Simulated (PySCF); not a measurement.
Vibration and rotation of SeCl⁺

UHF-CCSD(T) constants of SeCl⁺, ³Σ⁻ (triplet), unpaired electrons π ↑↑ (PySCF, spin-free X2C with a Gaussian nucleus, basis sets Se x2c-SVPall, Cl x2c-SVPall; masses 79.9165 and 34.9689 u):

| Quantity | Value |
| --- | --- |
| ωe | 481.7 cm⁻¹ |
| ωexe | 1.98 cm⁻¹ |
| Be | 0.16071 cm⁻¹ |
| αe | 0.000817 cm⁻¹ |
| D (centrifugal) | 7.16e-08 cm⁻¹ |
| De to Se⁺ + Cl | 2.24 eV |

Question: Give the vibrational terms G(v) and spacings up to v = 6.

Answer: G(v) = ωe(v+½) − ωexe(v+½)².

| v | G(v) (cm⁻¹) | G(v) − G(v−1) | Bv (cm⁻¹) |
| --- | --- | --- | --- |
| 0 | 240.4 |  | 0.1603 |
| 1 | 718.1 | 477.7 | 0.1595 |
| 2 | 1191.9 | 473.8 | 0.1587 |
| 3 | 1661.7 | 469.8 | 0.1579 |
| 4 | 2127.6 | 465.9 | 0.1570 |
| 5 | 2589.5 | 461.9 | 0.1562 |
| 6 | 3047.4 | 457.9 | 0.1554 |

Question: How well does the Morse estimate ωe²/(4ωexe) reproduce De, and what is D0?

Answer: It gives 3.63 eV, 162 % of the computed De. D0 = De − G(0) = 2.24 − 0.03 = 2.21 eV.

Correlated steps freeze 14 core orbitals. Correlated levels converge slowly with the basis: in double zeta they bind strong bonds too weakly, by up to about 1 eV, and carry superposition errors of some tenths. Spin–orbit coupling is left out. For an ion De counts to the pair picked by the measured ionisation energies or electron affinities, which need not be the lowest pair at this level. The state is the lowest determinant that a PBE0 search found; another state may lie lower at other levels.
